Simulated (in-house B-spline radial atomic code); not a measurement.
Ga²⁺. Computed with a B-spline radial atomic code. Model: non-relativistic spherical atom: semilocal Troullier-Martins pseudo-atom, one channel per l, against all electrons, high spin, G0W0 and RPA with empty states to l = 8, local potential for every l without a channel, a model core (radius 0 = none) keeps its share of the functional.

What the tables leave out is listed at the end.

The pseudopotential gives back the lowest level of each angular momentum of its own functional in the configuration it was made in; a second state of the same l is only approximately right. Exact exchange, RPA and GW see the smooth pseudo-orbitals and miss the exchange with the core, for which the functional's share stands in. The column with an uncorrelated core keeps all orbitals and exact exchange, and so separates missing core correlation from pseudisation. Only the three outermost levels and the lowest empty one were computed. RPA here is direct RPA, with no exchange kernel, and its energies carry an (l + 1/2)⁻⁴ tail. A hybrid on a potential with a model core restores only its own semilocal share of the core's exchange.

Command:
```bash
python run_psgw.py task.json out
```
Settings (lengths in bohr, energies in hartree):
```
Z                      31
electrons              29
configuration          [Ar] 3d10 4s1
generated_in           [Ar] 3d10 4s2 4p1
functional             pbe,pbe
core_shells            5
radius_factor          1.3
core_correction        True
ion_configuration      [Ar] 3d10
```

Run time, properties included: 51 s on 1 thread of Arm Neoverse N1, on a shared host.

Given: made with PBE; model core radius 0.33 bohr; local radius 2.258 bohr; mean-field start PBE.

Valence shells of the generating configuration: 3d, 4s, 4p.

Channel: s 2.493, p 3.298, d 2.075 (radii in bohr).

Computed: largest level miss in the spin-unpolarised generating configuration 0 eV; valence RPA correlation energy pseudo -0.90495 hartree; all-electron RPA polarisability, core included 7.6116 bohr³; pseudo-atom RPA polarisability 7.5368 bohr³; ionisation by mean-field pseudo minus all 0.191 eV; ionisation by RPA all-electron 30.88 eV; ionisation by RPA pseudo minus all 1.593 eV.

```tsv
level	occupied	mean-field all-electron (eV)	mean-field pseudo minus all (eV)	G0W0 all-electron (eV)	G0W0 uncorrelated core minus all (eV)	G0W0 pseudo minus all (eV)	exchange self-energy all-electron (eV)	exchange self-energy pseudo (eV)
4s up	1	-26.247	-0.028	-31.13	-0.049	-0.842	-15.619	-15.045
3d down	1	-39.684	-0.163	-49.445	-0.282	5.173	-57.866	-33.04
4s down (empty)	0	-24.843	-0.214	-20.463	-0.04	-0.885	-3.9438	-3.3541
```

Problem. What is the ionisation by mean-field all-electron?

Solution. 31.089 eV.

Problem. What is the valence RPA correlation energy all-electron orbitals?

Solution. -0.69748 hartree.

Given: mean-field start PBE0.

Computed: valence RPA correlation energy all-electron orbitals -0.66356 hartree; all-electron RPA polarisability, core included 6.7671 bohr³; pseudo-atom RPA polarisability 6.7388 bohr³; ionisation by mean-field all-electron 30.698 eV; ionisation by mean-field pseudo minus all 0.428 eV; ionisation by RPA pseudo minus all 1.556 eV.

```json
{"level": "4s up", "occupied": "1", "mean-field all-electron (eV)": "-27.152", "mean-field pseudo minus all (eV)": "-0.298", "G0W0 all-electron (eV)": "-30.964", "G0W0 uncorrelated core minus all (eV)": "-0.042", "G0W0 pseudo minus all (eV)": "-1.027", "exchange self-energy all-electron (eV)": "-15.39", "exchange self-energy pseudo (eV)": "-15.031"}
{"level": "3d down", "occupied": "1", "mean-field all-electron (eV)": "-43.1", "mean-field pseudo minus all (eV)": "2.279", "G0W0 all-electron (eV)": "-49.874", "G0W0 uncorrelated core minus all (eV)": "-0.33", "G0W0 pseudo minus all (eV)": "5.772", "exchange self-energy all-electron (eV)": "-58.068", "exchange self-energy pseudo (eV)": "-32.788"}
{"level": "4s down (empty)", "occupied": "0", "mean-field all-electron (eV)": "-23.229", "mean-field pseudo minus all (eV)": "-0.409", "G0W0 all-electron (eV)": "-20.248", "G0W0 uncorrelated core minus all (eV)": "-0.032", "G0W0 pseudo minus all (eV)": "-0.998", "exchange self-energy all-electron (eV)": "-3.6336", "exchange self-energy pseudo (eV)": "-3.1679"}
```

Problem. What is the ionisation by RPA all-electron?

Solution. 30.758 eV.

Problem. What is the valence RPA correlation energy pseudo?

Solution. -0.88005 hartree.

Among the listed levels the largest G0W0 shift of the pseudo-atom is +5.77 eV, for 3d down on the PBE0 start, while leaving the core uncorrelated moves that level by -0.33 eV. So pseudisation and the lost core exchange, not the missing core correlation, make the error. Not in the tables (levels of low weight, unsolved or above zero; the highest and the empty levels are kept at any weight): on PBE the G0W0 levels 3d up (pseudo minus all +4.97 eV, weights 0.61 and 0.82); on PBE0 the G0W0 levels 3d up (pseudo minus all +5.77 eV, weights 0.72 and 0.86); no Hartree-Fock pseudo-atom is run with a model core.
